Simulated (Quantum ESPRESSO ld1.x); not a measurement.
ld1.x (Quantum ESPRESSO 7.5) input

```
 &input
    zed=83.0,
    iswitch=1,
    rel=1,
    lsd=1,
    dft='PW',
    config='[Hg] 6p1 7s0 5f0',
    verbosity='high',
    prefix='ld1',
    max_out_wfc=37,
    file_charge='ld1.rho',
 /
```

Command: `OMP_NUM_THREADS=1 ld1.x < ld1.in > ld1.out`

It prints:

```
     Program LD1 v.7.5 starts

     --------------------------- All-electron run ----------------------------

     scalar relativistic calculation

     atomic number is 83.00
     dft =PW   lsd =1 sic =0 latt =0  beta=0.20 tr2=1.0E-14
     Exchange-correlation= PW
                           (   1   4   0   0   0   0   0)
     mesh =2129 r(mesh) =  99.99892 a.u. xmin = -8.00 dx = 0.00800
     1 Ry =  13.60569312 eV, c = 137.03599908

     n l     nl                  e(Ry)          e(Ha)          e(eV)
     1 0     1S 1( 1.00)   -6661.615977901   -3330.807988951 -90635.9026986
     2 0     2S 1( 1.00)   -1198.067722557    -599.033861278 -16300.5417737
     2 1     2P 1( 3.00)   -1025.217079532    -512.608539766 -13948.7889686
     3 0     3S 1( 1.00)    -290.160813829    -145.080406915  -3947.8389893
     3 1     3P 1( 3.00)    -240.797342992    -120.398671496  -3276.2147536
     4 0     4S 1( 1.00)     -67.545374833     -33.772687417   -919.0016419
     4 1     4P 1( 3.00)     -51.371208827     -25.685604413   -698.9409027
     3 2     3D 1( 5.00)    -191.199431121     -95.599715560  -2601.4007851
     5 0     5S 1( 1.00)     -12.914242991      -6.457121496   -175.7072271
     5 1     5P 1( 3.00)      -8.351565351      -4.175782676   -113.6288353
     4 2     4D 1( 5.00)     -32.898765141     -16.449382570   -447.6105026
     6 0     6S 1( 1.00)      -2.307463408      -1.153731704    -31.3946390
     5 2     5D 1( 5.00)      -3.291261278      -1.645630639    -44.7798909
     4 3     4F 1( 7.00)     -12.543204374      -6.271602187   -170.6589895
     6 1     6P 1( 1.00)      -1.460089599      -0.730044799    -19.8655310
     7 0     7S 1( 0.00)      -0.740402110      -0.370201055    -10.0736839
     5 3     5F 1( 0.00)      -0.363215762      -0.181607881     -4.9418022
     1 0     1S 2( 1.00)   -6661.614614481   -3330.807307241 -90635.8841483
     2 0     2S 2( 1.00)   -1198.067147932    -599.033573966 -16300.5339555
     2 1     2P 2( 3.00)   -1025.216166780    -512.608083390 -13948.7765499
     3 0     3S 2( 1.00)    -290.160015218    -145.080007609  -3947.8281236
     3 1     3P 2( 3.00)    -240.796463276    -120.398231638  -3276.2027844
     4 0     4S 2( 1.00)     -67.544105117     -33.772052559   -918.9843665
     4 1     4P 2( 3.00)     -51.369823437     -25.684911719   -698.9220535
     3 2     3D 2( 5.00)    -191.198644794     -95.599322397  -2601.3900866
     5 0     5S 2( 1.00)     -12.910753560      -6.455376780   -175.6597509
     5 1     5P 2( 3.00)      -8.347399938      -4.173699969   -113.5721619
     4 2     4D 2( 5.00)     -32.897232138     -16.448616069   -447.5896451
     6 0     6S 2( 1.00)      -2.262288720      -1.131144360    -30.7800061
     5 2     5D 2( 5.00)      -3.279893359      -1.639946679    -44.6252225
     4 3     4F 2( 7.00)     -12.541504033      -6.270752017   -170.6358552
     6 1     6P 2( 0.00)      -1.406447023      -0.703223511    -19.1356866
     7 0     7S 2( 0.00)      -0.716998479      -0.358499240     -9.7552613
     5 3     5F 2( 0.00)      -0.339119295      -0.169559648     -4.6139531

     final scf error:  7.0E-15 reached in  24 iterations

     Etot =  -43036.892949 Ry,  -21518.446474 Ha, -585546.758426 eV
     Total magnetization:    1.00 Bohr mag.

     Ekin =   48823.079916 Ry,   24411.539958 Ha,  664271.842663 eV
     Encl = -107511.965908 Ry,  -53755.982954 Ha,-1462774.815200 eV
     Eh   =   16417.271073 Ry,    8208.635536 Ha,  223368.352131 eV
     Exc  =    -765.278029 Ry,    -382.639015 Ha,  -10412.138020 eV

     normalization and overlap integrals

     s(1S/1S) =  1.000000  <r> =   0.0158  <r2> =    0.0003  r(max) =   0.0096
     s(1S/2S) = -0.042021
     s(1S/3S) = -0.018429
     s(1S/4S) = -0.009198
     s(1S/5S) = -0.004290
     s(1S/6S) = -0.001616
     s(1S/7S) = -0.000753
     s(2S/2S) =  1.000000  <r> =   0.0665  <r2> =    0.0052  r(max) =   0.0564
     s(2S/3S) = -0.011937
     s(2S/4S) = -0.005673
     s(2S/5S) = -0.002618
     s(2S/6S) = -0.000984
     s(2S/7S) = -0.000458
     s(2P/2P) =  1.000000  <r> =   0.0606  <r2> =    0.0045  r(max) =   0.0469
     s(2P/3P) = -0.009243
     s(2P/4P) = -0.004168
     s(2P/5P) = -0.001794
     s(2P/6P) = -0.000594
     s(3S/3S) =  1.000000  <r> =   0.1717  <r2> =    0.0337  r(max) =   0.1584
     s(3S/4S) = -0.004162
     s(3S/5S) = -0.001852
     s(3S/6S) = -0.000692
     s(3S/7S) = -0.000322
     s(3P/3P) =  1.000000  <r> =   0.1738  <r2> =    0.0350  r(max) =   0.1584
     s(3P/4P) = -0.003472
     s(3P/5P) = -0.001442
     s(3P/6P) = -0.000475
     s(4S/4S) =  1.000000  <r> =   0.3773  <r2> =    0.1606  r(max) =   0.3553
     s(4S/5S) = -0.001319
     s(4S/6S) = -0.000483
     s(4S/7S) = -0.000224
     s(4P/4P) =  1.000000  <r> =   0.4029  <r2> =    0.1844  r(max) =   0.3757
     s(4P/5P) = -0.001045
     s(4P/6P) = -0.000338
     s(3D/3D) =  1.000000  <r> =   0.1575  <r2> =    0.0290  r(max) =   0.1297
     s(3D/4D) = -0.002545
     s(3D/5D) = -0.000847
     s(5S/5S) =  1.000000  <r> =   0.8299  <r2> =    0.7715  r(max) =   0.7719
     s(5S/6S) = -0.000294
     s(5S/7S) = -0.000135
     s(5P/5P) =  1.000000  <r> =   0.9474  <r2> =    1.0118  r(max) =   0.8566
     s(5P/6P) = -0.000197
     s(4D/4D) =  1.000000  <r> =   0.4227  <r2> =    0.2062  r(max) =   0.3818
     s(4D/5D) = -0.000677
     s(6S/6S) =  1.000000  <r> =   2.0678  <r2> =    4.7897  r(max) =   1.8315
     s(6S/7S) = -0.000062
     s(5D/5D) =  1.000000  <r> =   1.2292  <r2> =    1.7451  r(max) =   1.0296
     s(4F/4F) =  1.000000  <r> =   0.4410  <r2> =    0.2322  r(max) =   0.3414
     s(4F/5F) = -0.000065
     s(6P/6P) =  1.000000  <r> =   2.6001  <r2> =    7.5925  r(max) =   2.2731
     s(7S/7S) =  1.000000  <r> =   4.6409  <r2> =   24.0159  r(max) =   4.3456
     s(5F/5F) =  1.000000  <r> =   5.0616  <r2> =   30.2819  r(max) =   4.2087
     s(1S/1S) =  1.000000  <r> =   0.0158  <r2> =    0.0003  r(max) =   0.0096
     s(1S/2S) = -0.042021
     s(1S/3S) = -0.018429
     s(1S/4S) = -0.009198
     s(1S/5S) = -0.004290
     s(1S/6S) = -0.001631
     s(1S/7S) = -0.000726
     s(2S/2S) =  1.000000  <r> =   0.0665  <r2> =    0.0052  r(max) =   0.0564
     s(2S/3S) = -0.011937
     s(2S/4S) = -0.005673
     s(2S/5S) = -0.002618
     s(2S/6S) = -0.000993
     s(2S/7S) = -0.000442
     s(2P/2P) =  1.000000  <r> =   0.0606  <r2> =    0.0045  r(max) =   0.0469
     s(2P/3P) = -0.009243
     s(2P/4P) = -0.004168
     s(2P/5P) = -0.001794
     s(2P/6P) = -0.000596
     s(3S/3S) =  1.000000  <r> =   0.1717  <r2> =    0.0337  r(max) =   0.1584
     s(3S/4S) = -0.004162
     s(3S/5S) = -0.001852
     s(3S/6S) = -0.000698
     s(3S/7S) = -0.000311
     s(3P/3P) =  1.000000  <r> =   0.1738  <r2> =    0.0350  r(max) =   0.1584
     s(3P/4P) = -0.003472
     s(3P/5P) = -0.001442
     s(3P/6P) = -0.000476
     s(4S/4S) =  1.000000  <r> =   0.3773  <r2> =    0.1606  r(max) =   0.3553
     s(4S/5S) = -0.001319
     s(4S/6S) = -0.000487
     s(4S/7S) = -0.000216
     s(4P/4P) =  1.000000  <r> =   0.4029  <r2> =    0.1844  r(max) =   0.3757
     s(4P/5P) = -0.001045
     s(4P/6P) = -0.000340
     s(3D/3D) =  1.000000  <r> =   0.1575  <r2> =    0.0290  r(max) =   0.1297
     s(3D/4D) = -0.002545
     s(3D/5D) = -0.000850
     s(5S/5S) =  1.000000  <r> =   0.8298  <r2> =    0.7714  r(max) =   0.7719
     s(5S/6S) = -0.000296
     s(5S/7S) = -0.000130
     s(5P/5P) =  1.000000  <r> =   0.9470  <r2> =    1.0108  r(max) =   0.8566
     s(5P/6P) = -0.000198
     s(4D/4D) =  1.000000  <r> =   0.4227  <r2> =    0.2061  r(max) =   0.3818
     s(4D/5D) = -0.000679
     s(6S/6S) =  1.000000  <r> =   2.0586  <r2> =    4.7506  r(max) =   1.8315
     s(6S/7S) = -0.000060
     s(5D/5D) =  1.000000  <r> =   1.2248  <r2> =    1.7311  r(max) =   1.0296
     s(4F/4F) =  1.000000  <r> =   0.4410  <r2> =    0.2322  r(max) =   0.3414
     s(4F/5F) = -0.000057
     s(6P/6P) =  1.000000  <r> =   2.6045  <r2> =    7.6363  r(max) =   2.2731
     s(7S/7S) =  1.000000  <r> =   4.7343  <r2> =   24.9659  r(max) =   4.4157
     s(5F/5F) =  1.000000  <r> =   5.5112  <r2> =   35.8044  r(max) =   4.6700

     ------------------------ End of All-electron run ------------------------
```

Run on one thread of a shared host, so times are rough (Intel(R) Xeon(R) Processor @ 2.60GHz): 1 s of CPU time, 1.8 s wall, 24 iterations on 2129 mesh points.
